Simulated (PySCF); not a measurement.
Species: 4-mercaptobenzoic acid, C7H6O2S.
Atom-mapped SMILES: `[O:1]=[C:2]([OH:3])[c:4]1[cH:5][cH:6][c:7]([SH:8])[cH:9][cH:10]1` (hydrogens: H11 on O3; H12 on C5; H13 on C6; H14 on S8; H15 on C9; H16 on C10)

Computed with PySCF at wB97X-D/def2-SVPD, non-relativistic, on one gas-phase PBE0-D3(BJ)/def2-SVP geometry that isn't relaxed in the solvent. The solvent is an IEF-PCM continuum (cavity from Bondi-type radii × 1.2), and excitations are vertical TDDFT with non-equilibrium linear response and a frozen core. The model holds no explicit solvent molecules, cavitation or dispersion.

Gas-phase singlets (H = HOMO, L = LUMO):

```tsv
state	E (eV)	λ (nm)	f	leading configurations
S1	4.908	253	0.419	H→L 85%
S2	4.940	251	0.040	H→L+1 51%, H-1→L 37%
S3	5.279	235	0.000	H-2→L 85%, H-2→L+6 9%
S4	5.397	230	0.001	H→L+2 75%, H→L+4 10%
S5	5.984	207	0.148	H-1→L 55%, H→L+1 41%
```

Task: What are the lowest 5 singlets in benzene (ε = 2.271)?

Result: 
```json
{"state": "S1", "E (eV)": "4.769", "λ (nm)": "260", "f": "0.613", "leading configurations": "H→L 94%", "change by rank (eV)": "-0.139"}
{"state": "S2", "E (eV)": "4.932", "λ (nm)": "251", "f": "0.002", "leading configurations": "H→L+1 53%, H-1→L 43%", "change by rank (eV)": "-0.008"}
{"state": "S3", "E (eV)": "5.349", "λ (nm)": "232", "f": "0.000", "leading configurations": "H-2→L 85%, H-2→L+6 10%", "change by rank (eV)": "+0.070"}
{"state": "S4", "E (eV)": "5.495", "λ (nm)": "226", "f": "0.001", "leading configurations": "H→L+2 72%, H→L+4 13%", "change by rank (eV)": "+0.098"}
{"state": "S5", "E (eV)": "5.862", "λ (nm)": "212", "f": "0.222", "leading configurations": "H-1→L 53%, H→L+1 44%", "change by rank (eV)": "-0.122"}
```

Task: How does the list change in chloroform (ε = 4.711)?

Result: 
| state | E (eV) | λ (nm) | f | leading configurations | change by rank (eV) |
| --- | --- | --- | --- | --- | --- |
| S1 | 4.766 | 260 | 0.604 | H→L 94% | -0.142 |
| S2 | 4.932 | 251 | 0.002 | H→L+1 52%, H-1→L 44% | -0.008 |
| S3 | 5.388 | 230 | 0.000 | H-2→L 86%, H-2→L+6 10% | +0.109 |
| S4 | 5.565 | 223 | 0.001 | H→L+2 69%, H→L+4 16% | +0.168 |
| S5 | 5.862 | 212 | 0.212 | H-1→L 52%, H→L+1 46% | -0.122 |

Task: The ground-state energy changes by -0.279 eV from gas to chloroform. By how much does the total energy of gas-phase S1 change?

Result: E(S1) = E(S0) + excitation energy, so it changes by -0.279 − 0.142 = -0.421 eV: it is lowered more than the ground state, which is what a red shift means. This is the vertical state, with the slow part of the continuum still set for S0.

Task: How do the frontier levels move from gas to chloroform?

Result: 
| orbital | gas (eV) | solvent (eV) | change (eV) | Löwdin shares, gas | Löwdin shares, solvent |
| --- | --- | --- | --- | --- | --- |
| LUMO+2 | 1.56 | 1.81 | +0.25 | S8 47 %, H14 17 %, H13 8 %, C6 6 % | S8 44 %, H14 11 %, C6 6 %, H13 6 % |
| LUMO+1 | 0.95 | 1.06 | +0.11 | C5 19 %, C10 18 %, C6 18 %, C9 18 % | C5 18 %, C10 18 %, C6 18 %, C9 18 % |
| LUMO | 0.01 | 0.04 | +0.03 | C7 16 %, C2 14 %, C4 14 %, O1 11 % | C7 16 %, C2 15 %, C4 13 %, O1 11 % |
| HOMO | -8.50 | -8.43 | +0.07 | S8 41 %, C7 14 %, C4 13 %, C6 8 % | S8 41 %, C7 14 %, C4 13 %, C6 8 % |
| HOMO-1 | -9.69 | -9.59 | +0.10 | C9 21 %, C10 21 %, C6 20 %, C5 19 % | C9 21 %, C10 21 %, C6 20 %, C5 20 % |
| HOMO-2 | -10.30 | -10.41 | -0.11 | O1 67 %, O3 11 %, C2 9 %, C4 6 % | O1 66 %, O3 12 %, C2 9 %, C4 6 % |
| HOMO-3 | -10.88 | -10.84 | +0.04 | S8 30 %, C4 14 %, C7 14 %, O1 11 % | S8 31 %, C4 15 %, C7 15 %, C5 9 % |

The HOMO–LUMO gap goes from 8.51 to 8.47 eV.

The values belong to the conformer `[O:1]=[C:2]([OH:3])[c:4]1[cH:5][cH:6][c:7]([SH:8])[cH:9][cH:10]1`: O1–C2–C4–C5 180°, H–O3–C2–O1 0°, H–S8–C7–C6 0°.

Note: wB97X-D ran without an empirical dispersion term, which enters the total energy and its gradient alone.
